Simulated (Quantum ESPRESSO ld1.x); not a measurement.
The numbers below are computed, except where a source is named.
All-electron atom: Ar II in [Ne] 3s2 3p5 (the NIST ground configuration). Code: ld1.x of Quantum ESPRESSO 7.5. Model: non-relativistic Kohn-Sham, LDA (Slater exchange, VWN5 correlation), spin-polarised, spherical densities, point nucleus; open shells are filled with parallel spins first.

Normalised radial functions P(r) = r R(r), r in bohr:

r           3s up
0.003996   0.0535
0.00508    0.0667
0.006458   0.0827
0.00821    0.1018
0.01044    0.1241
0.01327    0.1495
0.01687    0.1774
0.02144    0.2061
0.02726    0.2330
0.03465    0.2535
0.04405    0.2612
0.056      0.2478
0.07119    0.2039
0.0905     0.1214
0.1151    -0.0022
0.1474    -0.1638
0.1874    -0.3259
0.2383    -0.4480
0.3029    -0.4738
0.3851    -0.3561
0.4895    -0.0850
0.6223     0.2897
0.7911     0.6601
1.006      0.8997
1.278      0.9272
1.625      0.7588
2.066      0.4959
2.626      0.2538
3.339      0.0976
4.245      0.0266
5.396      0.0047

3s up: eigenvalue -36.872 eV, 2 radial nodes at r = 0.115, 0.519 bohr, <r> = 1.37 bohr, 90 % of the charge inside 2.07 bohr.
